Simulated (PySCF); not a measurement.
# BrSe₂⁺: from structure and modes to constants

All numbers come from PySCF, PBE0, basis Br def2-TZVP, Se def2-TZVP (no relativity, density fitting).

The singlet minimum has C2v symmetry. Masses (u): Br 78.91834, Se 79.91652.

```xyz
3
charge 1 multiplicity 1, angstrom
Br    0.0000   -0.7363    0.0000
Se    0.0000    0.3636    1.9186
Se    0.0000    0.3636   -1.9186
```

Harmonic wavenumbers (cm⁻¹): 118.7 (a1, ×1), 303.3 (a1, ×1), 359.1 (b2, ×1).

Find the principal moments of inertia and the rotational constants. What kind of rotor is it?

About the centre of mass I = 63.917, 588.36, 652.28 u Å². With B = 16.8576/I this gives 0.2637, 0.02865, 0.02584 cm⁻¹. The molecule is an asymmetric top with κ = -0.98.

What is the harmonic zero-point energy?

Half the sum of all 3 wavenumbers, 781/2 = 391 cm⁻¹, which is 4.7 kJ/mol (1 cm⁻¹ = 0.0119627 kJ/mol).

Find the vibrational entropy and heat capacity at 298.15 K.

With u = 1.43878 ω/T, each mode gives S = R[u/(eᵘ−1) − ln(1−e⁻ᵘ)] and C = R u² eᵘ/(eᵘ−1)².
| ω (cm⁻¹) | u | S (J/(mol K)) | C (J/(mol K)) |
| --- | --- | --- | --- |
| 118.7 | 0.573 | 13.06 | 8.09 |
| 303.3 | 1.464 | 5.85 | 6.98 |
| 359.1 | 1.733 | 4.71 | 6.51 |
The sums over all modes are S = 23.6 and C = 21.6 J/(mol K); the softest mode gives 55 % of the entropy.

Give the standard entropy (298.15 K, 1 bar) by its translational, rotational, vibrational and spin parts, and Cp.

Sackur–Tetrode with M = 238.75 u gives 177.1; rotation with symmetry number 2 gives 113.5; vibration 23.6; spin R ln 1 = 0.0. The total is 314.3 J/(mol K), and Cp = 4 R + 21.6 = 54.8 J/(mol K).

This need not be the most stable arrangement of these atoms.
